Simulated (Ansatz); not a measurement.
`[SH][GaH][SH]` and `[SH][InH][SH]` differ in one element.

Ansatz, PBE0-D4/def2-TZVP geometries, multiplicity 1. Each molecule was computed in one conformer, which needn't be the lowest.

Elements past krypton have def2 core potentials. Scalar relativity is left out up to krypton.

```csv
property,`[SH][GaH][SH]`
HOMO–LUMO gap (B3LYP/def2-TZVPP) / eV,5.91
zero-point energy (PBE0-D4/def2-TZVP) / kJ/mol,68.0
HOMO energy (PBE0/def2-TZVPP) / eV,-7.59
HOMO–LUMO gap (PBE0/def2-TZVPP) / eV,6.40
LUMO energy (PBE/def2-TZVPP) / eV,-1.94
LUMO energy (ωB97M-V/def2-TZVPP) / eV,0.53
```

Task: Give the same properties after the change, and the shifts. (Best estimate.)

Result: Ansatz gave: 
```tsv
property	`[SH][InH][SH]`	shift
HOMO–LUMO gap (B3LYP/def2-TZVPP) / eV	5.47	-0.44
zero-point energy (PBE0-D4/def2-TZVP) / kJ/mol	64.3	-3.7
HOMO energy (PBE0/def2-TZVPP) / eV	-7.40	0.19
HOMO–LUMO gap (PBE0/def2-TZVPP) / eV	5.97	-0.43
LUMO energy (PBE/def2-TZVPP) / eV	-2.11	-0.17
LUMO energy (ωB97M-V/def2-TZVPP) / eV	0.09	-0.44
```

With PBE0 the HOMO rises by 0.19 eV and the LUMO falls by 0.24 eV, so the gap narrows by about 0.43 eV. PBE moves the HOMO by 0.18 eV and ωB97M-V by 0.19 eV.

B3LYP here is the variant with VWN-RPA as its local correlation; programs differ in this.
